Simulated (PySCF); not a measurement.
**Electron correlation in Al (aluminium, neutral)**

[Ne] 3s2 3p1, 2P determinant. Calculation: PySCF 2.14, in dyall-av3z (19s12p3d2f, 84 functions); scalar relativity by spin-free X2C-1e. Frozen: [Ne]; 3 electrons correlated; the 22 highest virtual orbitals of each spin left out.

MP2 pair energies summed by pair of shells (mhartree):

```tsv
pair	energy	share (%)
3s-3s	-21.07	57.1
3s-3p	-15.85	42.9
```

Total MP2 correlation energy: -36.93 mhartree.

Same-spin part -2.62 and opposite-spin part -34.31 mhartree; SCS-MP2 scales them by 1/3 and 6/5 to -42.04 mhartree.
